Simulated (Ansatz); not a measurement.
```yaml
crystal:
  periodic: [false, false, false]
  atoms:
    - {symbol: C, position_ang: [-1.210004, 0.894774, -0.389003]}
    - {symbol: C, position_ang: [0.256964, 0.915873, -0.272182]}
    - {symbol: Si, position_ang: [0.836578, -0.682345, 0.553620]}
    - {symbol: O, position_ang: [0.339903, -2.009074, -0.289005]}
    - {symbol: H, position_ang: [-1.692781, 0.489407, -1.268800]}
    - {symbol: H, position_ang: [-1.838617, 1.198563, 0.438135]}
    - {symbol: H, position_ang: [0.613605, 1.745737, 0.349408]}
    - {symbol: H, position_ang: [0.749398, 0.984368, -1.247330]}
    - {symbol: H, position_ang: [2.318635, -0.771119, 0.581995]}
    - {symbol: H, position_ang: [0.298523, -0.694995, 1.943150]}
    - {symbol: H, position_ang: [-0.606902, -2.128087, -0.379190]}
basis:
  gaussian: {orbitals: STO-3G}
magnetization: {spin_polarized: true, initial_magnetization: 2}
hamiltonian: {xc: {name: SVWN5}}
accuracy: high
output: {forces: true}
```

```sh
$ ansatz run in.yaml --threads 4 --pin off --events-out ev --progress --plain --max-ram 10444MiB
```

Output, abridged:

```
Error: a molecule whose nuclei and cores have a total charge of 41 cannot have a net charge of 0 together with 2 unpaired electrons
```

(1) Something in this input is off. What?

## Answers

(1) The number of unpaired electrons doesn't fit the electron count. The program refused the input.
